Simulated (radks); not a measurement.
The nitrogen anion N3-, [Ne], held by a Watson sphere: a shell of charge +3 at radius R that stands for the Madelung well of a crystal (potential energy -3/R inside, -3/r outside, in hartree with lengths in bohr). All-electron calculation, non-relativistic Kohn-Sham, PBE, spin-unpolarised, spherical densities, point nucleus. Program: a radial shooting solver on a logarithmic mesh with Libxc functionals. Response by self-consistent Sternheimer equations with the Hartree and adiabatic LDA kernel. The sphere does not respond.

| R (bohr) | e(1s) (eV) | e(2s) (eV) | e(2p) (eV) | <r> 2p (bohr) | sum of <r^2> (bohr^2) | X-ray form factor at sin(theta)/lambda = 0.3 1/angstrom | alpha (bohr^3) |
|---|---|---|---|---|---|---|---|
| 1.6 | -376.59 | -20.701 | -9.018 | 1.580 | 23.81 | 3.543 | 12.92 |
| 2.86 | -378.44 | -15.312 | -5.093 | 2.101 | 41.35 | 3.135 | 54.52 |
| 3.26 | -378.50 | -14.464 | -4.339 | 2.262 | 47.93 | 3.142 | 83.00 |
| 3.61 | -378.49 | -13.944 | -3.826 | 2.402 | 54.25 | 3.153 | 117.3 |
| 3.64 | -378.49 | -13.907 | -3.787 | 2.414 | 54.81 | 3.154 | 120.7 |
